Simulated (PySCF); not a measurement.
These are PBE-D3(BJ)/def2-TZVP // BP86-D3(BJ)/def2-SVP run with PySCF values and carry that method's errors. All species are isolated molecules in the gas phase. One relaxed conformer stands for a flexible species; it need not be the lowest. 

Reference species: [Hf(F)3(OH)] (neutral, multiplicity 1).

```json
{
 "mean_distance_from_the_central_atom_to_its_bonded_neighbours": "1.922 Å",
 "coordination_number": "4",
 "HOMO–LUMO gap": "7.07 eV",
 "charge on the central atom (Mulliken)": "1.52 e"
}
```

Changed species: [Hf(F)4] (0 of 4 F replaced by OH; the reference has 1 of 4 F replaced by OH).

Predict the effect on the mean distance from the central atom to its bonded neighbours, coordination number, HOMO–LUMO gap and charge on the central atom (Mulliken).

the mean distance from the central atom to its bonded neighbours decreases by 0.007 Å, to 1.915 Å; the coordination number stays essentially unchanged; the HOMO–LUMO gap increases by 1.30 eV, to 8.37 eV; the charge on the central atom (Mulliken) goes up by 0.02 e, to 1.54 e.
